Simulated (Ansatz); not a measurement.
Species: CH$_{7}$OSi$_{2}$, net charge 0, doublet state. It need not be the lowest isomer of its formula. 
Coordinates optimised at B3LYP-D3(BJ)/def2-TZVP (Ansatz, a program for electronic structure):
```xyz
11

C     -2.2952    -0.8448     0.1004
Si    -1.0176     0.4525    -0.2836
O      0.4811    -0.1863    -0.0406
Si     2.0840     0.0783     0.1734
H     -2.1664    -1.7193    -0.5401
H     -2.2218    -1.1692     1.1400
H     -3.3011    -0.4498    -0.0621
H     -1.1244     0.8938    -1.6951
H     -1.1865     1.6357     0.5960
H      2.7021    -1.1991     0.6217
H      2.2902     1.1366     1.2045
```
Charge 0, spin multiplicity 2.

Atomisation energy built up term by term with Ansatz (kcal/mol; UHF references for open shells; valence terms freeze the core; atomic spin-orbit terms are left out). CBS marks a two-point X^-3 extrapolation of the correlation energy; Hartree-Fock from the larger set.

```tsv
term	basis	kcal/mol
Hartree-Fock	cc-pV(Q+d)Z	…
CCSD correlation	CBS(cc-pV(T+d)Z,cc-pV(Q+d)Z)	205.24
(T)	CBS(cc-pV(T+d)Z,cc-pV(Q+d)Z)	…
core correlation	cc-pwCVTZ	1.15
scalar relativity (X2C)	cc-pVTZ-DK against cc-pVTZ	-1.88
sum: De		…
```

**Question.** Complete the blanks.

**Answer.** 
- Hartree-Fock, kcal/mol: 692.83
- (T), kcal/mol: 10.20
- sum: De, kcal/mol: 907.5
